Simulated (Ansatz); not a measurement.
`[Cl][Hf]([Cl])([Cl])[I]` and `C[O][Hf]([Cl])([Cl])[Cl]` differ in one atom or group.

Ansatz, PBE0-D4/def2-TZVP geometries, multiplicity 1. Each molecule was computed in one conformer, which needn't be the lowest.

Elements past krypton have def2 core potentials.

| property | `[Cl][Hf]([Cl])([Cl])[I]` |
| --- | --- |
| size of the dipole moment (PBE/def2-TZVPP) / D | 0.36 |
| HOMO energy (PBE/def2-TZVPP) / eV | -7.25 |
| size of the dipole moment (B3LYP/def2-TZVPP) / D | 0.33 |
| HOMO energy (B3LYP/def2-TZVPP) / eV | -8.12 |
| LUMO energy (B3LYP/def2-TZVPP) / eV | -2.44 |
| HOMO–LUMO gap (B3LYP/def2-TZVPP) / eV | 5.68 |

Task: What does the change do to each property? (Estimate.)

Result: The calculation gave: 
| property | `C[O][Hf]([Cl])([Cl])[Cl]` | shift |
| --- | --- | --- |
| size of the dipole moment (PBE/def2-TZVPP) / D | 3.26 | 2.90 |
| HOMO energy (PBE/def2-TZVPP) / eV | -7.66 | -0.41 |
| size of the dipole moment (B3LYP/def2-TZVPP) / D | 3.24 | 2.91 |
| HOMO energy (B3LYP/def2-TZVPP) / eV | -8.86 | -0.74 |
| LUMO energy (B3LYP/def2-TZVPP) / eV | -1.48 | 0.96 |
| HOMO–LUMO gap (B3LYP/def2-TZVPP) / eV | 7.38 | 1.70 |

With PBE0 the HOMO falls by 0.73 eV and the LUMO rises by 1.00 eV, so the gap widens by about 1.73 eV. PBE moves the HOMO by -0.41 eV and ωB97M-V by -0.95 eV. Dipoles are sizes alone; their direction can turn.

B3LYP here is the variant with VWN-RPA as its local correlation; programs differ in this.

Spin–orbit coupling is left out; it splits and shifts lone-pair levels of the heavy atoms by tenths of an eV.
